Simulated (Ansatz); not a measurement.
Species: C3H8OSi, SMILES `C=C(O)C[SiH3]` (C–C–O–H torsion 0°, O–C–C–Si torsion -69°) (charge 0, multiplicity 1).

Task: Give a relaxed geometry from PBE0-D3(BJ)/def2-TZVP in Ansatz (a quantum-chemistry and plane-wave program).

Result: This is not unique; one that fits is the end point of this relaxation, one of several conformers (outside a Z-matrix the atoms follow the SMILES, hydrogens last).
Z-matrix (Å, degrees):
```
C
H 1 1.0914
H 1 1.0953 2 107.84
C 1 1.4860 2 109.93 3 -119.48
C 4 1.3321 1 125.26 2 -11.07
O 4 1.3597 5 123.74 1 178.45
H 6 0.9621 4 109.01 5 0.48
H 5 1.0801 4 120.52 6 -179.75
H 5 1.0843 8 117.82 4 179.81
Si 1 1.8895 2 108.25 3 116.41
H 10 1.4839 1 111.53 2 -174.66
H 10 1.4863 11 109.28 1 121.47
H 10 1.4882 11 108.75 12 118.75
```
